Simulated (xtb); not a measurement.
C4H6, charge +1, doublet, from a rough starting geometry (a state made from the parent by changing its charge; the spin is typed, not shown lowest); GFN2-xTB (xtb).

The xtb input:
```
$ xtb mol.xyz --gfn 2 --chrg 1 --uhf 1 --opt vtight --json

# file mol.xyz
10

C      1.73308184     0.19344213    -0.67072598
C      0.68117964    -0.16278850     0.14566099
C     -0.68606510     0.21114548    -0.12709847
C     -1.74332100    -0.23907083     0.61276548
H      1.50239370     0.84239655    -1.52398824
H      2.74993023    -0.07030252    -0.46434893
H      0.86477054    -0.80813077     1.02468699
H     -0.87062636     0.80633842    -0.95288218
H     -2.71870348     0.11931709     0.43273473
H     -1.55252738    -0.89292259     1.48907743
```

Output, abridged:

```
   ID    Z sym.   atoms
    1    6 C      1-4
    2    1 H      5-10

           -------------------------------------------------
          |                Calculation Setup                |
           -------------------------------------------------

           -------------------------------------------------
          |                 G F N 2 - x T B                 |
           -------------------------------------------------

          ...................................................
          :                      SETUP                      :
          :.................................................:
          :  # basis functions                  22          :
          :  # atomic orbitals                  22          :
          :  # shells                           14          :
          :  # electrons                        21          :
          :  max. iterations                   250          :
          :  Hamiltonian                  GFN2-xTB          :
          :  restarted?                      false          :
          :  GBSA solvation                  false          :
          :  PC potential                    false          :
          :  electronic temp.          300.0000000     K    :
          :  accuracy                    1.0000000          :
          :  -> integral cutoff          0.2500000E+02      :
          :  -> integral neglect         0.1000000E-07      :
          :  -> SCF convergence          0.1000000E-05 Eh   :
          :  -> wf. convergence          0.1000000E-03 e    :
          :  Broyden damping             0.4000000          :
          :  net charge                          1          :
          :  unpaired electrons                  1          :
          ...................................................

 iter      E             dE          RMSdq      gap      omega  full diag
   1    -11.2308982 -0.112309E+02  0.597E+00    3.40       0.0  T
   2    -11.2447814 -0.138832E-01  0.357E+00    3.40       1.0  T
   3    -11.2446404  0.141043E-03  0.578E-01    3.38       1.0  T
   4    -11.2449042 -0.263848E-03  0.301E-01    3.38       1.0  T
   5    -11.2458472 -0.943040E-03  0.678E-02    3.37       1.0  T
   6    -11.2458136  0.336118E-04  0.584E-02    3.37       1.0  T
   7    -11.2458566 -0.429210E-04  0.139E-02    3.37       2.3  T
   8    -11.2458589 -0.232273E-05  0.311E-03    3.37      10.2  T
   9    -11.2458590 -0.794189E-07  0.112E-03    3.37      28.3  T
[...]
 * total energy  :   -11.0347548 Eh     change       -0.7702283E-11 Eh
 * total energy  :   -11.0390075 Eh     change       -0.4252637E-02 Eh
 * total energy  :   -11.0396785 Eh     change       -0.6710426E-03 Eh
 * total energy  :   -11.0399979 Eh     change       -0.3194048E-03 Eh
 * total energy  :   -11.0404306 Eh     change       -0.4326721E-03 Eh
 * total energy  :   -11.0407728 Eh     change       -0.3422458E-03 Eh
 * total energy  :   -11.0410262 Eh     change       -0.2534174E-03 Eh
 * total energy  :   -11.0410470 Eh     change       -0.2080464E-04 Eh
 * total energy  :   -11.0410522 Eh     change       -0.5142383E-05 Eh
 * total energy  :   -11.0410549 Eh     change       -0.2708089E-05 Eh
 * total energy  :   -11.0410559 Eh     change       -0.9817279E-06 Eh
 * total energy  :   -11.0410559 Eh     change       -0.5548880E-07 Eh
   *** GEOMETRY OPTIMIZATION CONVERGED AFTER 12 ITERATIONS ***
         :: total energy             -11.041055930640 Eh    ::
[...]
     5   1 H        0.925     0.156     1.353     1.819
     6   1 H        0.925     0.164     1.303     1.785
     7   1 H        0.925     0.149     1.400     1.851
     8   1 H        0.925     0.149     1.401     1.851
     9   1 H        0.925     0.164     1.303     1.785
    10   1 H        0.925     0.156     1.354     1.820

 Mol. C6AA /au·bohr⁶  :        784.237415
 Mol. C8AA /au·bohr⁸  :      18865.282779
 Mol. α(0) /au        :         45.389176

Wiberg/Mayer (AO) data.
largest (>0.10) Wiberg bond orders for each atom

 ---------------------------------------------------------------------------
     #   Z sym  total        # sym  WBO       # sym  WBO       # sym  WBO
 ---------------------------------------------------------------------------
     1   6 C    3.780 --     2 C    1.627     5 H    0.944     6 H    0.940
                             4 C    0.132
     2   6 C    3.940 --     1 C    1.627     3 C    1.263     7 H    0.919
     3   6 C    3.940 --     4 C    1.627     2 C    1.263     8 H    0.920
     4   6 C    3.780 --     3 C    1.627    10 H    0.944     9 H    0.940
                             1 C    0.132
     5   1 H    0.976 --     1 C    0.944
     6   1 H    0.973 --     1 C    0.940
     7   1 H    0.977 --     2 C    0.919
     8   1 H    0.977 --     3 C    0.920
     9   1 H    0.973 --     4 C    0.940
    10   1 H    0.976 --     4 C    0.944
 ---------------------------------------------------------------------------

Topologies differ in total number of bonds
Writing topology from bond orders to xtbtopo.mol

molecular dipole:
                 x           y           z       tot (Debye)
 q only:       -0.007      -0.000      -0.007
   full:       -0.006      -0.000      -0.006       0.023
molecular quadrupole (traceless):
                xx          xy          yy          xz          yz          zz
 q only:        9.604       0.654      -6.483      -4.817      -3.313      -3.121
  q+dip:       10.470       0.044      -7.574      -4.938      -5.623      -2.896
   full:        9.299       0.520      -6.349      -4.454      -3.493      -2.949

optimized geometry written to: xtbopt.xyz

           -------------------------------------------------
          | TOTAL ENERGY              -11.041055930640 Eh   |
          | GRADIENT NORM               0.000146593547 Eh/α |
          | HOMO-LUMO GAP               3.140617937732 eV   |
           -------------------------------------------------

normal termination of xtb
```
